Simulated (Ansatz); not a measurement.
Basis-set extrapolation for C3H9NSi, SMILES `C[C@H]1N[Si@H]1C` (PBE0-D4/def2-TZVP geometry, frozen core, the Gaussian-basis code of Ansatz). Multiplicity 1, RHF reference.

|  | def2-TZVPP | def2-QZVPP |
| --- | --- | --- |
| HF | -462.279519 | -462.297112 |
| MP2 correlation | -0.855625 | -0.912062 |
| CCSD(T) correlation | -0.942383 | not run |

Energies in hartree. Use E(X) = E(∞) + A·exp(−7.88·√X) for Hartree–Fock and E(X) = E(∞) + B·X^(−2.97) for correlation, with X = 3 and 4, and add CCSD(T) minus MP2 of the smaller set to the MP2 limit.

Problem. What is the CCSD(T) energy at the basis-set limit?

Solution. HF limit: -462.297112 + (-0.017593) × 0.13774 = -462.29954. MP2 limit: -0.912062 + (-0.056437) × 0.74074 = -0.95387. Higher-order term: -0.942383 − (-0.855625) = -0.08676. Total: -463.34017 hartree, 3.22 eV below CCSD(T)/def2-TZVPP.
